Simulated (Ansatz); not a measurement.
Abridged output of a molecular run in Ansatz:

```
Functional definition: HF
1537 factors; integrals over basis functions are off by at most 1.1e-3 eV
mean field evaluation 1: about -21241.4278 eV, gradient 4.0e1 eV
mean field evaluation 2: about -21241.6044 eV, gradient 4.0e1 eV
mean field evaluation 4: about -21245.5381 eV, gradient 5.6e0 eV
mean field evaluation 8: about -21245.6377 eV, gradient 3.9e-1 eV
mean field -21245.63837173 eV, -780.7628093501 hartree, gradient 2.9e-6 eV, S^2 0.000000; 0 other end points of the search recorded, 0 dependent functions left out
12 core orbitals not correlated: weight in the atoms' cores, before any rotation towards them, 1.000 or more for the frozen orbitals, at most 0.000 for the correlated occupied ones
reference -21245.63837173 eV, -780.7628093501 hartree; 18, 18 occupied and 197, 197 virtual orbitals, 1537 factors
second order -26.60114069 eV of doubles, -0.00000000 eV of singles
cycle   1  -26.34380316 eV  change    2.6e-1 eV  update   1.2e-1
cycle   2  -27.05853550 eV  change   -7.1e-1 eV  update   3.6e-2
cycle   3  -27.19592997 eV  change   -1.4e-1 eV  update   1.8e-2
cycle   4  -27.18781209 eV  change    8.1e-3 eV  update   4.9e-3
cycle   5  -27.18834608 eV  change   -5.3e-4 eV  update   2.3e-3
cycle   6  -27.18905910 eV  change   -7.1e-4 eV  update   5.7e-4
cycle   7  -27.18904122 eV  change    1.8e-5 eV  update   2.6e-4
cycle   8  -27.18910652 eV  change   -6.5e-5 eV  update   8.6e-5
cycle   9  -27.18911977 eV  change   -1.3e-5 eV  update   3.8e-5
perturbative correction -1.18719040 eV, -0.0436284423 hartree
Total energy: -21274.01468190 eV, -781.8056195146 hartree
```

Its atoms:

Cartesian coordinates in Å:
```
C 1.502 -0.160 -0.036
In -0.585 -0.193 0.340
Cl -1.499 -1.449 2.063
C -2.100 0.840 -0.719
N -2.885 1.424 -1.330
H 1.699 -0.637 -0.996
H 2.021 -0.697 0.756
H 1.847 0.872 -0.078
```

(1) Which basis set was used?
A. def2-QZVPP
B. cc-pV(Q+d)Z
C. def2-TZVPP
D. cc-pV(D+d)Z

(2) Write the keys of the input that set method, charge and spin (a neutral closed shell needs none for the last two).

## Answers

(1) C. It gives 227 functions.

(2) 
```yaml
correlation: {method: ccsd_t}
```
